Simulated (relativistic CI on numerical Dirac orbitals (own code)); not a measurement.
# Fe2+ in a cubic cluster: 1s photoemission with charge transfer

Computed with a charge-transfer multiplet model of a cubic metal-ligand cluster with up to 3 ligand holes, Slater and spin-orbit integrals from Dirac-Coulomb-Breit ions, Slater integrals scaled by 0.8. The ground state mixes d6 with configurations of k ligand holes L, whose averages lie at kΔ + k(k − 1)U_dd/2; a core hole lowers each added d electron by U_cd. 300 K, Lorentzian 1.1 eV and Gaussian 0.6 eV FWHM.

Atomic integrals in eV (Slater integrals scaled, ζ unscaled), ground: F2dd 8.723, F4dd 5.416, zeta_d 0.049; with the core hole: F2dd 10.144, F4dd 6.337, zeta_d 0.073, G2cd 0.054.

Cluster parameters (eV): Δ = 5.5, U_cd = 8.7, 10Dq = 1.2, 10Dq(ligand) = 0.5, V(eg) = 2.85, V(t2g) = -1.55, final-state hopping factor = 0.9.

```tsv
Case	n_d	d6	d7L	d8L2	d9L3	S
U_dd = 4.7 eV	6.44	0.61	0.35	0.05	0.00	0.03
U_dd = 6.1 eV	6.42	0.62	0.34	0.04	0.00	0.03
U_dd = 6.8 eV	6.41	0.62	0.34	0.04	0.00	0.03
U_dd = 7.5 eV	6.41	0.63	0.34	0.03	0.00	0.04
U_dd = 8.2 eV	6.40	0.63	0.34	0.03	0.00	0.04
```

Weights, n_d and S are thermal averages at 300 K. Binding energies count from the first peak over 30 % of the highest in each spectrum, which can be another peak from case to case. The parameters are a model scan and need not match a compound or its usual spin state. Peaks in eV (height, largest 100):
- U_dd = 4.7 eV: 0.0 (100), 8.0 (42), 15.1 (8)
- U_dd = 6.1 eV: 0.0 (100), 8.5 (33), 15.3 (5)
- U_dd = 6.8 eV: 0.0 (100), 8.8 (31)
- U_dd = 7.5 eV: 0.0 (100), 9.0 (30)
- U_dd = 8.2 eV: 0.0 (100), 9.3 (29)

For the case U_dd = 6.8 eV, Δ = 5.5 eV is smaller than U_dd = 6.8 eV, the charge-transfer side of the Zaanen-Sawatzky-Allen scheme. With the core hole the average of the configuration with one ligand hole lies at Δ − U_cd = -3.2 eV before mixing: the effective hopping of about 4.8 eV (from the holes of the mixed ground state) is comparable with this gap or larger, so the configurations mix strongly.
